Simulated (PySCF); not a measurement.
**Bond length, frequency and bond energy of ICl⁺ by level of theory**

State: ²Π (doublet), unpaired electrons π ↑. Set-up: PySCF, scalar-relativistic core potentials, basis sets I def2-TZVPP with ECP28, Cl def2-TZVPP. De refers to I⁺ + Cl in their high-spin ground configurations, without counterpoise correction. The functionals are run spin-unrestricted. A positive dipole points towards Cl; it is taken about the centre of mass and depends on that origin. Levels whose curve was spin-contaminated or gave no clean fit are not listed.

```json
{"Level": "UHF-CCSD(T)", "Re (Å)": "2.243", "ωe (cm⁻¹)": "440", "De (eV)": "2.40", "μ (D)": "n/a", "CPU s a point (SCF and correlation, without the integrals)": "210"}
{"Level": "LDA", "Re (Å)": "2.231", "ωe (cm⁻¹)": "446", "De (eV)": "3.95", "μ (D)": "0.26", "CPU s a point (SCF and correlation, without the integrals)": "3"}
{"Level": "PBE", "Re (Å)": "2.257", "ωe (cm⁻¹)": "427", "De (eV)": "3.20", "μ (D)": "0.15", "CPU s a point (SCF and correlation, without the integrals)": "3.9"}
{"Level": "BLYP", "Re (Å)": "2.288", "ωe (cm⁻¹)": "402", "De (eV)": "2.98", "μ (D)": "0.16", "CPU s a point (SCF and correlation, without the integrals)": "3"}
{"Level": "r²SCAN", "Re (Å)": "2.239", "ωe (cm⁻¹)": "444", "De (eV)": "2.87", "μ (D)": "0.04", "CPU s a point (SCF and correlation, without the integrals)": "4"}
{"Level": "r²SCANh", "Re (Å)": "2.230", "ωe (cm⁻¹)": "454", "De (eV)": "2.75", "μ (D)": "-0.02", "CPU s a point (SCF and correlation, without the integrals)": "5"}
{"Level": "PBE0", "Re (Å)": "2.225", "ωe (cm⁻¹)": "460", "De (eV)": "2.81", "μ (D)": "-0.04", "CPU s a point (SCF and correlation, without the integrals)": "4.6"}
{"Level": "HSE06", "Re (Å)": "2.229", "ωe (cm⁻¹)": "456", "De (eV)": "2.85", "μ (D)": "-0.03", "CPU s a point (SCF and correlation, without the integrals)": "4.5"}
```

**Question.** Which functional lies closest to UHF-CCSD(T) in De, which farthest, and by how much do they differ from it?

**Answer.** Closest is r²SCANh (-1.3 pm in Re, +3.2 % in ωe, +0.35 eV in De against UHF-CCSD(T) in the same basis), farthest LDA (-1.2 pm in Re, +1.4 % in ωe, +1.55 eV in De). CCSD(T) converges more slowly with the basis than the functionals do and binds too weakly in this one, so the order can change at the basis-set limit.

**Question.** What does the step from GGA to meta-GGA do here, going from PBE to r²SCAN?

**Answer.** r²SCAN less PBE: -1.8 pm in Re, +4.0 % in ωe, -0.33 eV in De. 

**Question.** What does the gradient correction do here, going from LDA to PBE?

**Answer.** PBE less LDA: +2.6 pm in Re, -4.3 % in ωe, -0.75 eV in De. The gradient correction favours the more uneven density of free atoms, so it tends to lengthen bonds and takes away much of the overbinding of LDA; so it does here.

Correlated steps freeze 9 core orbitals. These are scalar-relativistic numbers at best; spin–orbit coupling would shift them, the dissociation energy most. For an ion De counts to the pair picked by the measured ionisation energies or electron affinities, which need not be the lowest pair at this level. Counting both spins, an empty level lies below a filled one in some of these solutions, because spin and occupation are held. The state was picked by a PBE0 search and need not be the measured ground state.

The whole job (state search and all levels along the bond) took about 36 min on 1 thread of Arm Neoverse N1 (shared host), peak memory 2.7 GiB.
